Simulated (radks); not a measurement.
All-electron atom: the rhenium ion Re61+ in [Ne] 3s2 3p2 (the NIST ground configuration). All-electron calculation, non-relativistic Kohn-Sham, TPSS, spin-polarised, spherical densities, point nucleus; open shells are filled with parallel spins first (spin-orbit coupling, left out, can overturn this in heavy ions); meta-GGA in the generalised Kohn-Sham scheme; relativity is left out, which matters for an element this heavy. Program: a radial shooting solver on a logarithmic mesh with Libxc functionals.

Radial electron density D(r) = 4 pi r^2 rho(r):

```
   r/bohr * D(r) (the largest magnitude, 115, reaches the edge; | marks zero)
0.0007472 |*
0.0008291 |*
0.0009274 |*
 0.001029 | *
 0.001151 | *
 0.001287 | *
 0.001429 |  *
 0.001598 |   *
 0.001773 |   *
 0.001983 |    *
   0.0022 |     *
 0.002461 |       *
 0.002753 |        *
 0.003055 |          *
 0.003417 |            *
 0.003791 |              *
  0.00424 |                *
 0.004743 |                   *
 0.005263 |                      *
 0.005886 |                         *
 0.006531 |                            *
 0.007306 |                                *
 0.008171 |                                   *
 0.009067 |                                      *
  0.01014 |                                        *
  0.01125 |                                          *
  0.01259 |                                            *
  0.01397 |                                             *
  0.01562 |                                            *
  0.01747 |                                            *
  0.01939 |                                          *
  0.02169 |                                         *
  0.02406 |                                       *
  0.02691 |                                      *
   0.0301 |                                      *
   0.0334 |                                        *
  0.03736 |                                          *
  0.04146 |                                              *
  0.04637 |                                                  *
  0.05145 |                                                    *
  0.05755 |                                                      *
  0.06437 |                                                     *
  0.07142 |                                                 *
  0.07989 |                                           *
  0.08864 |                                   *
  0.09915 |                           *
   0.1109 |                    *
   0.1231 |                *
   0.1376 |              *
   0.1527 |              *
   0.1708 |             *
   0.1911 |             *
    0.212 |           *
   0.2371 |        *
   0.2631 |     *
   0.2943 |  *
   0.3266 | *
   0.3653 |*
   0.4086 *
   0.4533 *
   0.5071 *
   0.5626 *
   0.6293 *
```

D(r) has 2 maxima, at r = 0.0145, 0.0585 bohr, and minima at 0.0282 bohr, inside which lie 2.05 electrons.
